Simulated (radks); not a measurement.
Values are calculated unless marked as measured or tabulated.
Rh, 45 electrons, occupied as [Kr] 4d8 6d1 (not the ground configuration).

Code: a radial shooting solver on a logarithmic mesh with Libxc functionals. Model: scalar-relativistic Kohn-Sham, r2SCAN, spin-polarised, spherical densities, finite nucleus; open shells are filled with parallel spins first (spin-orbit coupling, left out, can overturn this in heavy ions); meta-GGA in the generalised Kohn-Sham scheme; Fermi nuclear charge, rms radius 4.4945 fm.

Energy parts (Ry):
| part | energy |
|---|---|
| total | -9568.97181 |
| kinetic | 9910.26131 |
| electron-nucleus | -23078.37722 |
| Hartree | 3876.94492 |
| exchange-correlation | -277.80083 |

Orbitals (lengths in bohr, moments of r in powers of bohr; r(90%) holds 90 % of the orbital's charge):
| orbital | occ. | eigenvalue (Ry) | <r^4> | <1/r> | r(90%) |
|---|---|---|---|---|---|
| 1s up | 1 | -1697.189 | 5.377e-06 | 47.05 | 0.0585 |
| 1s down | 1 | -1697.190 | 5.377e-06 | 47.05 | 0.0585 |
| 2s up | 1 | -247.4000 | 0.0009695 | 10.67 | 0.219 |
| 2s down | 1 | -247.3677 | 0.0009693 | 10.67 | 0.219 |
| 2p up | 3 | -221.5590 | 0.0006960 | 10.32 | 0.201 |
| 2p down | 3 | -221.5354 | 0.0006958 | 10.32 | 0.201 |
| 3s up | 1 | -44.97099 | 0.04650 | 3.723 | 0.574 |
| 3s down | 1 | -44.96303 | 0.04649 | 3.722 | 0.574 |
| 3p up | 3 | -36.40381 | 0.05048 | 3.540 | 0.587 |
| 3p down | 3 | -36.39244 | 0.05044 | 3.539 | 0.587 |
| 3d up | 5 | -22.74502 | 0.05106 | 3.306 | 0.588 |
| 3d down | 5 | -22.72071 | 0.05097 | 3.305 | 0.587 |
| 4s up | 1 | -6.72194 | 1.835 | 1.387 | 1.43 |
| 4s down | 1 | -6.59656 | 1.821 | 1.392 | 1.43 |
| 4p up | 3 | -4.31340 | 2.912 | 1.240 | 1.61 |
| 4p down | 3 | -4.17956 | 2.902 | 1.244 | 1.61 |
| 4d up | 5 | -0.93310 | 16.49 | 0.8864 | 2.44 |
| 4d down | 3 | -0.80344 | 19.07 | 0.8750 | 2.53 |
| 6d up | 1 | -0.03835 | 298700 | 0.06547 | 28.6 |

The highest occupied level is 6d up at -0.522 eV. The density falls to 0.001 e/bohr^3 at r = 3.75 bohr. Spin moment in Bohr magnetons: 3. The electron density at the nucleus is 1.237e+05 e/bohr^3 (large components only).
